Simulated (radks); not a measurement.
The numbers below are computed, except where a source is named.
Polarisability of the aluminium ion Al+, [Ne] 3s2, at imaginary frequency. Level of theory: scalar-relativistic Kohn-Sham, exchange-only LDA, spin-polarised, spherical densities, finite nucleus; Fermi nuclear charge, rms radius 3.061 fm (a radial shooting solver on a logarithmic mesh with Libxc functionals). Response by self-consistent Sternheimer equations with the Hartree and adiabatic exchange-only LDA kernel, the relativistic mass of each level held fixed and spin-orbit coupling left out.

| w (hartree) | alpha1(iw) (bohr^3) | alpha2(iw) (bohr^5) |
|---|---|---|
| 0.00266 | 23.91 | 136.2 |
| 0.0143 | 23.85 | 136.1 |
| 0.0360 | 23.51 | 135.2 |
| 0.0697 | 22.48 | 132.6 |
| 0.118 | 20.21 | 126.4 |
| 0.186 | 16.46 | 114.3 |
| 0.280 | 11.84 | 95.05 |
| 0.413 | 7.533 | 70.40 |
| 0.605 | 4.351 | 45.67 |
| 0.892 | 2.360 | 25.97 |
| 1.35 | 1.239 | 13.03 |
| 2.12 | 0.6398 | 5.759 |
| 3.59 | 0.3155 | 2.168 |
| 6.94 | 0.1267 | 0.6307 |
| 17.5 | 0.02821 | 0.1068 |

Static values: alpha1 = 23.92 bohr^3 (3.544 angstrom^3; uncoupled 42.19), alpha2 = 136.2 bohr^5, alpha3 = 1255 bohr^7. C6 = 120.6, C8 = 4157, triple-dipole C9 = 2135 atomic units. One-pole (London) frequency 4 C6 / (3 alpha1^2) = 0.281 hartree, against 0.506 for minus the highest occupied eigenvalue.
